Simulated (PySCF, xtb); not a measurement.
C₃H₇NSi, SMILES [SiH3]N1C=CC1.

xtb 6.7.1 with GFN2-xTB at its own geometry gives an orbital gap of 4.22 eV and a dipole moment of 0.53 D.

The structure is a stationary point at TPSSh-D3(BJ)/def2-SVP. This is a generated structure with no PubChem entry under its InChIKey; it may be hypothetical.

Q: What does PySCF with PBE/def2-TZVP give? (An estimate is asked for; the answer gives what the named calculation found.)

A: gap 4.36 eV (levels -4.85 and -0.49 eV), dipole 0.39 D.
